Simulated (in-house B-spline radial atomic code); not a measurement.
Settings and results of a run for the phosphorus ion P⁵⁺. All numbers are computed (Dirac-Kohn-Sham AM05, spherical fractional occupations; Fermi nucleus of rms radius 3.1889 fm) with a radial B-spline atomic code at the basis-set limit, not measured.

Command:
```bash
python run_scf.py task.json out
```
Settings (nuclear radius in fm, mass in u):
```
Z                15
configuration    [He] 2s2 2p6
hamiltonian      dirac
method           am05
spin_polarised   False
nucleus          fermi
rms_radius       3.1889
atomic_mass      30.97376
speed_of_light   137.035999084
```

Output (hartree, bohr):
```
 radial grid: 64 intervals, B-splines of order 8, outer radius 7.0175 bohr

 iter        energy (Eh)    residual
    1        -329.132765    6.45e-01
    2        -333.503205    3.14e-01
    3        -334.386574    9.44e-02
    4        -334.476101    2.71e-02
    5        -334.482693    1.22e-02
    6        -334.484346    9.98e-05
    7        -334.484346    1.48e-06
    8        -334.484346    1.23e-08

 total energy                      -334.48435
 kinetic                             335.5978
 electron-nucleus                   -769.9778
 Hartree                             120.1458
 exchange-correlation                -20.2501

 first-order corrections (not in the total)
   Gaunt                             0.0740
   retardation                      -0.0052
   frequency dependence             -0.0000
   self-energy                       0.0483
   Uehling                          -0.0031
   Wichmann-Kroll                    0.0000
   recoil                            0.0050

 orbital      occ     eigenvalue          <r>       <r^2>       <1/r>       r_max    small
 1s1/2      2.000       -79.2070     0.103797   0.0145033     14.6175     0.06779  2.82e-03
 2s1/2      2.000        -9.1259       0.5163    0.316998     2.84031      0.4185  4.22e-04
 2p1/2      2.000        -7.3574     0.477218    0.284425     2.74684      0.3511  4.02e-04
 2p3/2      4.000        -7.3231     0.479341    0.286792     2.73064      0.3528  4.00e-04
```

Time taken, with all properties: 0.82 s on 1 thread of Arm Neoverse V1, on a shared host.

For the Dirac Hamiltonian the kinetic term is c α·p + (β - 1)c².
